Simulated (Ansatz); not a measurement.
Ideal-gas functions of BClGeH4O2, SMILES `[OH][GeH2][B](O)Cl` at 800 K and 1 bar, from an Ansatz frequency run at PBE0-D4/def2-TZVP.

Molar mass 154.9 g/mol, point group C1 (symmetry number 1), electronic degeneracy 1, moments of inertia 133.632, 328.399, 453.166 u Å². Harmonic wavenumbers (cm⁻¹, unscaled): 28, 100, 163, 225, 265, 308, 453, 540, 631, 674, 692, 757, 806, 875, 960, 1098, 1379, 2119, 2162, 3817, 3886.

Use S(trans) = R[1.5 ln M + 2.5 ln T − 1.1517]; rotational temperatures θ = 24.2544 K / I; S(rot) = R[ln(√π/σ · √(T³/θAθBθC)) + 1.5]; for each mode x = 1.438777 ν̃/T, S = R[x/(eˣ − 1) − ln(1 − e⁻ˣ)] and H = RT x/(eˣ − 1); 1 cm⁻¹ = 0.0119627 kJ/mol; R = 8.31446 J/(mol·K).

**Question.** By hand: the entropy, in J/(mol·K).

**Answer.** Translation 192.3. Rotation: θ = 0.1815, 0.0739, 0.0535 K, giving 130.7. Vibration, mode by mode: 33.16, 22.59, 18.55, 15.89, 14.55, 13.33, 10.24, 8.88, 7.70, 7.21, 7.01, 6.36, 5.92, 5.35, 4.74, 3.89, 2.61, 0.90, 0.85, 0.07, 0.06, in all 189.9. Electronic 0.0. Sum 512.9 J/(mol·K).

**Question.** By hand: H − E and G − E in kJ/mol, counted from the electronic energy.

**Answer.** Zero-point energy ½ × 21938 × 0.0119627 = 131.2; thermal vibration 68.6; translation, rotation and pV give 4 RT = 26.6. H − E = 226.4 kJ/mol, and G − E = 226.4 − 800 × 512.9/1000 = -183.9 kJ/mol.

Vibration gives 37 % of the entropy, 55.8 J/(mol·K) of it from the modes under 150 cm⁻¹: soft modes count most, and the harmonic formula is weakest for them. The sum counts one conformer and one mirror image; others add a mixing term.
